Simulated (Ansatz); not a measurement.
Species: CH5GeO, charge 0, doublet. CH5GeO (SMILES [O]([GeH2])C, doublet).
B3LYP-D3(BJ)/def2-TZVP minimum from Ansatz (a first-principles code):
```
O
C 1 1.4169
H 2 1.0913 1 107.76
H 2 1.0947 3 108.39 1 120.61
H 2 1.0961 3 108.49 4 117.78
Ge 1 1.7947 2 120.89 3 -163.47
H 6 1.5520 1 103.00 2 162.83
H 6 1.5638 7 111.81 1 114.29
```
Charge 0, spin multiplicity 2.

Atomisation energy term by term, kcal/mol (programs: Ansatz). Open shells are spin-unrestricted; no spin-orbit coupling. Correlated methods leave the cores frozen (noble-gas shells, and filled d and f shells in the p block). No relativity. CBS(X,Y): correlation extrapolated as X^-3, Hartree-Fock from the larger set. A bracket is a step between two methods taken in the basis named. For partners of very few electrons the exact lower level stands in for a higher one.

```
term                               basis  kcal/mol
------------------  --------------------  --------
Hartree-Fock                     cc-pVQZ    438.27
CCSD correlation    CBS(cc-pVTZ,cc-pVQZ)    163.90
(T)                 CBS(cc-pVTZ,cc-pVQZ)      9.58
CCSDT(Q) - CCSD(T)               cc-pVDZ      0.75
sum: De                                      612.5
```
